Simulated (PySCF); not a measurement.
C₂H₃ClSi (SMILES C#C[SiH2]Cl), singlet, at a GFN2-xTB geometry, with bond 5-1 at 2.4 times its length; PySCF with CASSCF(4,4)/6-31G.

Here is a job for PySCF.
```python
from pyscf import gto, scf, mcscf
import numpy

mol = gto.Mole()
mol.atom = '''
    Si   -0.435180   -0.507243    0.497600
    Cl   -1.171506    0.888676   -0.767482
    C     1.409008   -0.481278    0.373870
    C     2.607392   -0.451704    0.281597
    H    -1.602053   -3.659680   -0.495572
    H    -0.825516   -0.159320    1.861252
    H     3.656607   -0.428116    0.202963
'''
mol.basis = '6-31g'
mol.charge = 0
mol.spin = 0
mol.verbose = 4
mol.build()

mf = scf.RHF(mol)
mf.kernel()
mc = mcscf.CASSCF(mf, 4, 4)
mc.kernel()
occ = numpy.linalg.eigvalsh(mc.fcisolver.make_rdm1(mc.ci, mc.ncas, mc.nelecas))[::-1]
ss = mc.fcisolver.spin_square(mc.ci, mc.ncas, mc.nelecas)[0]
print('natural occupations', occ.round(4), ' <S^2>', round(ss, 4))
```

Task: What does PySCF print? Leave out banner, timings and long lists.

Result: 
```
PySCF version 2.14.0

[INPUT] verbose = 4
[INPUT] num. atoms = 7
[INPUT] num. electrons = 46
[INPUT] charge = 0
[INPUT] spin (= nelec alpha-beta = 2S) = 0
[INPUT] symmetry False subgroup None
[INPUT] Mole.unit = angstrom
[INPUT] Symbol           X                Y                Z      unit          X                Y                Z       unit  Magmom
[...]
nuclear repulsion = 170.898969190974
number of shells = 30
number of NR pGTOs = 148
number of NR cGTOs = 50
basis = 6-31g
ecp = {}

******** <class 'pyscf.scf.hf.RHF'> ********
method = RHF
initial guess = minao
damping factor = 0
level_shift factor = 0
DIIS = <class 'pyscf.scf.diis.CDIIS'>
diis_start_cycle = 1
diis_space = 8
diis_damp = 0
SCF conv_tol = 1e-09
SCF conv_tol_grad = None
SCF max_cycles = 50
direct_scf = True
direct_scf_tol = 1e-13
Set gradient conv threshold to 3.16228e-05
Initial guess from minao.
init E= -826.01978407964
[...]
cycle= 1 E= -825.432988265461  delta_E= 0.587  |g|= 0.412  |ddm|= 2.56
[...]
cycle= 2 E= -825.489830465178  delta_E= -0.0568  |g|= 0.283  |ddm|= 1.59
[...]
cycle= 3 E= -825.543842044555  delta_E= -0.054  |g|= 0.0816  |ddm|= 0.712
[...]
cycle= 4 E= -825.546495580124  delta_E= -0.00265  |g|= 0.0323  |ddm|= 0.187
[...]
cycle= 5 E= -825.546882358475  delta_E= -0.000387  |g|= 0.00509  |ddm|= 0.0718
[...]
cycle= 6 E= -825.546902285249  delta_E= -1.99e-05  |g|= 0.00192  |ddm|= 0.019
[...]
cycle= 7 E= -825.546905573879  delta_E= -3.29e-06  |g|= 0.000523  |ddm|= 0.00698
[...]
cycle= 8 E= -825.546905940483  delta_E= -3.67e-07  |g|= 0.000169  |ddm|= 0.00202
[...]
cycle= 9 E= -825.546905990971  delta_E= -5.05e-08  |g|= 8.27e-05  |ddm|= 0.000565
[...]
cycle= 10 E= -825.54690600445  delta_E= -1.35e-08  |g|= 3.44e-05  |ddm|= 0.000295
[...]
cycle= 11 E= -825.546906006807  delta_E= -2.36e-09  |g|= 8.03e-06  |ddm|= 0.000146
[...]
cycle= 12 E= -825.546906006892  delta_E= -8.5e-11  |g|= 2.11e-06  |ddm|= 3.51e-05
[...]
Extra cycle  E= -825.546906006896  delta_E= -4.09e-12  |g|= 1.37e-06  |ddm|= 6.15e-06
converged SCF energy = -825.546906006896

******** <class 'pyscf.mcscf.mc1step.CASSCF'> ********
CAS (2e+2e, 4o), ncore = 21, nvir = 25
max_cycle_macro = 50
max_cycle_micro = 4
conv_tol = 1e-07
conv_tol_grad = None
orbital rotation max_stepsize = 0.02
orbital rotation threshold for CI restart = 0.01
augmented hessian ah_max_cycle = 30
augmented hessian ah_conv_tol = 1e-12
augmented hessian ah_linear dependence = 1e-14
augmented hessian ah_level shift = 1e-08
augmented hessian ah_start_tol = 2.5
augmented hessian ah_start_cycle = 3
augmented hessian ah_grad_trust_region = 3
kf_trust_region = 3
kf_interval = 4
ci_response_space = 4
ci_grad_trust_region = 3
with_dep4 0
natorb = False
canonicalization = True
sorting_mo_energy = False
ao2mo_level = 2
internal_rotation = False
******** <class 'pyscf.fci.direct_spin1.FCISolver'> ********
max. cycles = 50
conv_tol = 1e-08
davidson only = False
linear dependence = 1e-12
level shift = 0.001
max iter space = 12
nroots = 1
pspace_size = 400
spin = None
CASCI E = -825.635078315697  S^2 = 0.0000000
Set conv_tol_grad to 0.000316228
macro iter   1 ( 21 JK    4 micro), CASSCF E = -825.661066402531  dE = -2.59880868e-02  S^2 = 0.0000000
               |grad[o]|= 0.11  |grad[c]|=0.0292  |ddm|=0.0811  |maxRot[o]|= 0.31
macro iter   2 ( 21 JK    4 micro), CASSCF E = -825.676692913399  dE = -1.56265109e-02  S^2 = 0.0000000
               |grad[o]|=0.0606  |grad[c]|=0.0177  |ddm|=0.041  |maxRot[o]|=0.312
macro iter   3 ( 15 JK    4 micro), CASSCF E = -825.679351936066  dE = -2.65902267e-03  S^2 = 0.0000000
               |grad[o]|=0.0305  |grad[c]|=0.00365  |ddm|=0.0114  |maxRot[o]|=0.142
macro iter   4 ( 15 JK    4 micro), CASSCF E = -825.679361684377  dE = -9.74831153e-06  S^2 = 0.0000000
               |grad[o]|=0.000514  |grad[c]|=0.00125  |ddm|=0.000974  |maxRot[o]|=0.0552
macro iter   5 ( 12 JK    4 micro), CASSCF E = -825.679367101170  dE = -5.41679242e-06  S^2 = 0.0000000
               |grad[o]|=0.000288  |grad[c]|=0.00112  |ddm|=0.000875  |maxRot[o]|=0.0416
macro iter   6 ( 10 JK    2 micro), CASSCF E = -825.679370613245  dE = -3.51207575e-06  S^2 = 0.0000000
               |grad[o]|=0.000266  |grad[c]|=0.00103  |ddm|=0.000726  |maxRot[o]|=0.0333
macro iter   7 (  6 JK    1 micro), CASSCF E = -825.679371858851  dE = -1.24560609e-06  S^2 = 0.0000000
               |grad[o]|=0.000101  |grad[c]|=0.000669  |ddm|=0.000294  |maxRot[o]|=0.015
macro iter   8 (  6 JK    1 micro), CASSCF E = -825.679372815698  dE = -9.56846179e-07  S^2 = 0.0000000
               |grad[o]|=0.000113  |grad[c]|=0.000582  |ddm|=0.000284  |maxRot[o]|=0.0133
macro iter   9 (  7 JK    1 micro), CASSCF E = -825.679373545774  dE = -7.30076295e-07  S^2 = 0.0000000
               |grad[o]|=8.76e-05  |grad[c]|=0.000507  |ddm|=0.000232  |maxRot[o]|=0.0115
macro iter  10 (  6 JK    1 micro), CASSCF E = -825.679374088155  dE = -5.42381599e-07  S^2 = 0.0000000
               |grad[o]|=5.97e-05  |grad[c]|=0.000437  |ddm|=0.000196  |maxRot[o]|= 0.01
macro iter  11 (  7 JK    1 micro), CASSCF E = -825.679374491670  dE = -4.03514377e-07  S^2 = 0.0000000
               |grad[o]|=5.12e-05  |grad[c]|=0.000374  |ddm|=0.000164  |maxRot[o]|=0.00856
macro iter  12 (  6 JK    1 micro), CASSCF E = -825.679374798227  dE = -3.06557354e-07  S^2 = 0.0000000
               |grad[o]|=5.14e-05  |grad[c]|=0.000326  |ddm|=0.000157  |maxRot[o]|=0.00754
macro iter  13 (  7 JK    1 micro), CASSCF E = -825.679375028492  dE = -2.30265073e-07  S^2 = 0.0000000
               |grad[o]|=4.23e-05  |grad[c]|=0.000281  |ddm|=0.000131  |maxRot[o]|=0.00648
macro iter  14 (  6 JK    1 micro), CASSCF E = -825.679375201837  dE = -1.73345029e-07  S^2 = 0.0000000
               |grad[o]|=4.07e-05  |grad[c]|=0.000244  |ddm|=0.000123  |maxRot[o]|=0.00568
macro iter  15 (  7 JK    1 micro), CASSCF E = -825.679375331695  dE = -1.29857995e-07  S^2 = 0.0000000
               |grad[o]|=3.25e-05  |grad[c]|=0.000211  |ddm|=0.000109  |maxRot[o]|=0.00487
macro iter  16 (  6 JK    1 micro), CASSCF E = -825.679375429222  dE = -9.75271632e-08  S^2 = 0.0000000
               |grad[o]|=3.02e-05  |grad[c]|=0.000183  |ddm|=0.000102  |maxRot[o]|=0.00424
1-step CASSCF converged in  16 macro (158 JK  32 micro) steps
CASSCF canonicalization
Density matrix diagonal elements [1.93440818 1.31024025 0.68957272 0.06577886]
CASSCF energy = -825.679375429222
CASCI E = -825.679375429222  E(CI) = -3.01347245853151  S^2 = 0.0000000
natural occupations [1.9346 1.3132 0.6868 0.0654]  <S^2> 0.0
```
